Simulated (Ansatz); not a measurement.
Geometry optimisation, RKS B3LYP/def2-SVP in Ansatz 0.2.0.

The input (input.yaml):

```yaml
crystal:
  periodic: [false, false, false]
  atoms:
    - { symbol: Si, position_ang: [-0.678714, -1.121747, -0.655619] }
    - { symbol: Cl, position_ang: [1.312446, -0.933922, -1.318624] }
    - { symbol: Cl, position_ang: [-1.429595, -2.739351, -1.695479] }
    - { symbol: Cl, position_ang: [-0.802006, -1.613299, 1.32993] }
    - { symbol: Cl, position_ang: [-1.836753, 0.483782, -1.185433] }
    - { symbol: H, position_ang: [1.524542, 1.136244, 0.295881] }
    - { symbol: "N", position_ang: [0.655426, 1.291027, 0.807819] }
    - { symbol: H, position_ang: [0.368692, 2.252941, 0.619929] }
    - { symbol: H, position_ang: [0.885962, 1.244126, 1.801595] }
basis:
  gaussian: { orbitals: def2-SVP }
hamiltonian:
  xc: b3lyp
relax:
  f_tol: 0.03
  max_steps: 50
```

Launched with:

```bash
$ ansatz run input.yaml --threads 4 --pin off --max-ram 5120MiB --backend cpu --events-out ev --progress --plain --runs-dir out
```

Problem. Where does it end, and by what steps?

Solution. The forces met the threshold. After 4 steps the energy has fallen by 0.050 eV; H6 moved furthest, 0.42 Å.

| step | energy less start (eV) | largest force component (eV/Å) | accepted |
| --- | --- | --- | --- |
| 0 | 0.0000 | 0.662 | yes |
| 1 | -0.0334 | 0.287 | yes |
| 2 | -0.0409 | 0.420 | yes |
| 3 | -0.0490 | 0.093 | yes |
| 4 | -0.0502 | 0.017 | yes |

```xyz
9
Properties=species:S:1:pos:R:3
Si -0.693 -1.216 -0.728
Cl 1.234 -1.112 -1.425
Cl -1.580 -2.810 -1.692
Cl -0.766 -1.629 1.280
Cl -1.783 0.450 -1.222
H 1.712 1.469 0.475
N 0.756 1.353 0.817
H 0.291 2.250 0.663
H 0.830 1.244 1.830
```

Whether the end is a true minimum wasn't checked by a vibrational analysis.

Time of the run: 21 s on 4 threads of Arm Neoverse N1 (shared host), peak memory 0.32 GiB.
